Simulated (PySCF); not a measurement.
## Computed properties of Sb(H)2(TeH) (H3SbTe), SMILES [SbH2][TeH]

Sb(H)2(TeH) (H3SbTe), SMILES [SbH2][TeH]. Geometry: PBE0-D3(BJ)/def2-TZVP. The def2 effective core potentials stand for the cores of Sb, Te; spin–orbit coupling is left out. The values are those of a single conformer. All values are computed for the isolated molecule unless a solvent is named; none is compared with measurement here.

**Structure.** The optimised structure has Cs symmetry. All 9 harmonic modes at PBE0-D3(BJ)/def2-TZVP (PySCF) are real, so it is a minimum.

**Vibrations.** The strongest infrared lines (harmonic, unscaled, degenerate partners summed) lie at 1961 cm⁻¹ (130 km/mol, H 99 %), 1959 cm⁻¹ (124 km/mol, H 99 %), 2153 cm⁻¹ (33 km/mol, H 99 %). The softest mode is at 119 cm⁻¹ and the zero-point energy is 12.8 kcal/mol.

**Electronic structure.** HF/def2-TZVPD (PySCF) places the frontier levels at -8.68 and 0.82 eV, a gap of 9.50 eV, and gives a dipole moment of 1.13 D and a mean polarisability of 90.9 bohr³.

**Excitations.** TDA-CAM-B3LYP/def2-SVPD (PySCF) has S1 at 3.55 eV (350 nm, f = 0.004, weak); the most intense of the 10 singlets computed lies at 5.11 eV (f = 0.21). T1 (TDA) is at 3.13 eV, 0.42 eV under S1. No vertical singlet excitation falls in the visible range (under 3.1 eV).
